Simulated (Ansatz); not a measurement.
C2H6Si, SMILES `C=C[SiH3]` (charge 0, multiplicity 1).

Cartesian coordinates (Å):
```xyz
9

C     -1.5355     0.2113     0.0038
C     -0.4507    -0.5439     0.1656
Si     1.2876     0.0817    -0.0735
H     -2.5380    -0.1774     0.1496
H     -1.4681     1.2555    -0.2832
H     -0.5918    -1.5836     0.4538
H      1.9823    -0.6915    -1.1321
H      1.2402     1.5116    -0.4603
H      2.0739    -0.0638     1.1763
```
Charge 0, spin multiplicity 1.

Frozen-core energies in 6-31g from Ansatz (a first-principles code) at a geometry from B3LYP-D3(BJ)/def2-TZVP; the HF reference has <S^2> = 0.00 (restricted, and unstable towards unrestricted orbitals) and the T1 diagnostic is 0.010.

```json
[
 {"level": "HF", "energy (Ha)": "-368.03424"},
 {"level": "MP2", "energy (Ha)": "-368.26778"},
 {"level": "CCSD", "energy (Ha)": "-368.30862"},
 {"level": "CCSD(T)", "energy (Ha)": "-368.31571"}
]
```

Estimate the energies of CCSDT, CCSDT(Q) and CCSDTQ, and give each level's difference from CCSDTQ.


```csv
level,energy (Ha),difference from CCSDTQ (mHa)
MP2,-368.26778,49.01
CCSD,-368.30862,8.17
CCSD(T),-368.31571,1.07
CCSDT,-368.31632,0.46
CCSDT(Q),-368.31681,-0.03
CCSDTQ,-368.31678,0.00
```
